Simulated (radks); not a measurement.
The neodymium ion Nd11+, 49 electrons, occupied as [Kr] 4d10 5s2 5p1 (not the ground configuration).

Method: scalar-relativistic Kohn-Sham, PBE, spin-polarised, spherical densities, finite nucleus; open shells are filled with parallel spins first (spin-orbit coupling, left out, can overturn this in heavy ions); Fermi nuclear charge, rms radius 4.9123 fm; computed with a radial shooting solver on a logarithmic mesh with Libxc functionals.

Energy parts (hartree):
part                       energy
total                  -9590.7875
kinetic                10209.3647
electron-nucleus      -22927.3492
Hartree                 3342.1049
exchange-correlation    -214.9078

Orbitals (lengths in bohr, moments of r in powers of bohr):
orbital  occ.  eigenvalue (hartree)      <r^2>      <r^4>
1s up       1             -1602.277  0.0007600  1.526e-06
1s down     1             -1602.272  0.0007600  1.526e-06
2s up       1             -265.4373    0.01204  0.0002489
2s down     1             -265.4351    0.01204  0.0002489
2p up       3             -238.0827   0.009627  0.0001833
2p down     3             -238.0790   0.009627  0.0001833
3s up       1             -63.54169    0.08098   0.009903
3s down     1             -63.53811    0.08097   0.009902
3p up       3             -54.91296    0.08100    0.01034
3p down     3             -54.90885    0.08099    0.01034
3d up       5             -42.93566    0.06873   0.008446
3d down     5             -42.93173    0.06872   0.008445
4s up       1             -18.38380     0.4027     0.2331
4s down     1             -18.37513     0.4025     0.2326
4p up       3             -15.50254     0.4482     0.2950
4p down     3             -15.49305     0.4476     0.2939
4d up       5             -11.38945     0.5231     0.4261
4d down     5             -11.37720     0.5214     0.4226
5s up       1              -7.36346      1.708      3.997
5s down     1              -7.30251      1.706      3.996
5p up       1              -6.41377      1.990      5.453
5p down     0              -6.35130      1.992      5.477

The highest occupied level is 5p up at -174.53 eV. The electron density at the nucleus is 4.727e+05 e/bohr^3 (large components only). Spin moment in Bohr magnetons: 1.
